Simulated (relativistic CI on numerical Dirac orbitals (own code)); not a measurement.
Hg LXV: q coefficients and field-shift factors

Computed by Dirac-Coulomb-Breit CI, orbitals from a KLI potential per configuration, derivatives by finite differences, unscaled Slater integrals, QED left out (own radial code, finite nucleus).

Configuration list (outside the closed core [Ne]): 3s²3p⁴, 3s²3p³3d, 3s3p⁵, 3p⁶, 3s3p⁴3d, 3s3p³3d². Double excitations out of closed p, d and f shells are left out; levels of such configurations are missing from the list, as are those of other unlisted configurations, and high levels can miss mixing partners.

With x = (α/α₀)² − 1 an excitation energy changes as ω = ω₀ + qx; K = 2q/ω₀ is the relative enhancement. Terms are leading LS components, so labels can repeat. The field-shift factor is F = δν/δ⟨r²⟩ for the transition from the lowest level.

Lowest level 3s²3p⁴ ³P2.

```tsv
Level	ω₀ (cm⁻¹)	q (cm⁻¹)	K	F (GHz/fm²)
3s²3p⁴ ¹S0	194988	11580	0.119	2.04
3s²3p³3d ³D°2	2088905	152800	0.146	32.5
3s²3p³3d ³P°0	2167579	165900	0.153	32.4
3s²3p³3d ³D°1	2169606	166700	0.154	10.3
3s²3p³3d ³F°3	2171918	155300	0.143	39.2
3s²3p³3d ³F°4	3054390	1.098e+06	0.719	74
3s²3p³3d ³D°2	3124893	1.138e+06	0.728	0.552
3s²3p³3d ³D°3	3294455	1.126e+06	0.684	58.3
3s²3p³3d ³D°1	3396418	1.143e+06	0.673	48.5
3s²3p⁴ ³P1	4100108	5.26e+06	2.57	-1100
3s²3p⁴ ¹D2	4186126	5.251e+06	2.51	-1100
3s3p⁵ ³P°2	5789545	5.692e+06	1.97	-12200
3s3p⁵ ¹P°1	5961993	5.573e+06	1.87	-7570
3s²3p³3d ³F°2	6088413	5.393e+06	1.77	-1090
3s²3p³3d ⁵D°0	6100603	5.4e+06	1.77	-1090
3s²3p³3d ³D°1	6125300	5.47e+06	1.79	-3520
3s²3p³3d ³G°3	6160260	5.389e+06	1.75	-1050
3s²3p³3d ³G°4	6230716	5.369e+06	1.72	-1050
3s²3p³3d ³F°2	6376242	5.395e+06	1.69	-1200
3s²3p³3d ³D°3	6485359	5.418e+06	1.67	-1070
3s²3p³3d ³D°2	6562229	5.477e+06	1.67	-2400
3s²3p³3d ³S°1	6624047	5.511e+06	1.66	-2780
3s²3p³3d ³D°1	6758746	5.509e+06	1.63	-3220
```

At this charge energies of transitions that change n are usually good to better than 1 %, and those within a shell (Δn = 0) to a few per cent.
